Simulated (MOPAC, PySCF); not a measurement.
[Mo(OH)6], neutral singlet in the gas phase. 

Cartesian coordinates (Å):
```xyz
13

Mo    -0.1919     0.1227    -0.1024
O     -1.3953     0.0020     1.3510
H     -1.7002    -0.8990     1.5475
O     -0.1002     2.0609     0.0033
H      0.5326     2.3546     0.6764
O     -1.2305     0.6535    -1.5748
H     -1.2159     1.5985    -1.8005
O     -0.7980    -1.7076    -0.2798
H     -0.4145    -2.1791    -1.0347
O      1.2000     0.1814     1.2503
H      0.8209     0.2838     2.1368
O      1.2929    -0.3688    -1.1561
H      2.0551    -0.7451    -0.6884
```
Charge 0, spin multiplicity 1.

All levels are single points at this geometry (r2SCAN-D4/def2-SVP); Pople sets use spherical d functions. Orbital energies aren't observables, and empty levels follow the basis.

```
level                                     HOMO (eV)  LUMO (eV)  gap (eV)  dipole (D)  vertical IE, Delta-SCF (eV)
----------------------------------------  ---------  ---------  --------  ----------  ---------------------------
B3LYP-D3(BJ)/def2-TZVP in PySCF               -8.53      -3.77      4.75        1.87                            –
PBE-D3(BJ)/def2-TZVP in PySCF                 -7.10      -4.11      3.00        1.79                            –
TPSSh-D3(BJ)/def2-TZVP in PySCF               -7.86      -3.88      3.98        1.83                            –
B3LYP/6-311+G** (LANL2DZ on Mo) in PySCF      -8.67      -4.31      4.36        1.93                            –
B3LYP/6-31G* (LANL2DZ on Mo) in PySCF         -8.16      -3.73      4.43        2.01                        10.34
B3LYP/LANL2DZ in PySCF                        -8.53      -4.22      4.31        2.37                            –
BP86/6-31G* (LANL2DZ on Mo) in PySCF          -6.86      -4.11      2.75        1.96                            –
M06-2X/6-31G* (LANL2DZ on Mo) in PySCF       -10.15      -2.90      7.25        2.09                            –
SVWN5/6-31G* (LANL2DZ on Mo) in PySCF         -6.92      -4.13      2.79        2.04                            –
HF/6-31G* (LANL2DZ on Mo) in PySCF           -12.94      -0.85     12.09        2.25                            –
AM1 in MOPAC                                 -12.37      -2.03     10.34        1.80                            –
PM6 in MOPAC                                 -11.70      -0.07     11.64        2.08                            –
PM7 in MOPAC                                 -11.81      -0.06     11.74        1.96                            –
```
